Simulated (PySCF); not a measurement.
W(OH)3(H)3 (H6O3W), SMILES [OH][WH3]([OH])[OH], multiplicity 1. Atoms are numbered in the order given.

```xyz
10

W      0.0000     0.0000     0.0767
O     -1.5845    -0.9148    -0.4259
H     -2.2830    -1.3181     0.1046
O      0.0000     1.8296    -0.4259
H      0.0000     2.6362     0.1046
O      1.5845    -0.9148    -0.4259
H      2.2830    -1.3181     0.1046
H      0.0000    -1.0416     1.4097
H     -0.9021     0.5208     1.4097
H      0.9021     0.5208     1.4097
```

Coordinates come from a B3LYP-D3(BJ)/def2-SVP optimisation. The multiplicity is an assumed one; no other spin state was optimised. The structure was generated by enumeration; whether it is a known compound was not checked. The def2 effective core potentials stand for the cores of W; spin–orbit coupling is left out. Other conformers were not sampled.

These are PySCF with PBE/def2-TZVP values and carry that method's errors.

Isolated molecule, no solvent.

### Question
Estimate the frontier levels, gap, dipole moment and polarisability. (Estimate from the structure and the level; the computed values follow.)

### Answer

```
Property                                                                                                       Result
---------------------------------------------------------------------------------------------  ----------------------
highest occupied level                                                                                       -6.47 eV
lowest empty level                                                                                           -1.91 eV
orbital gap                                                                                                   4.56 eV
dipole moment                                                                                                  0.44 D
quadrupole, principal values (traceless, Buckingham form, about the centre of nuclear charge)   -9.50, 4.75, 4.75 D·Å
mean static polarisability                                                                       60.5 bohr³ (8.96 Å³)
polarisability, principal values                                                               51.1, 65.2, 65.2 bohr³
```
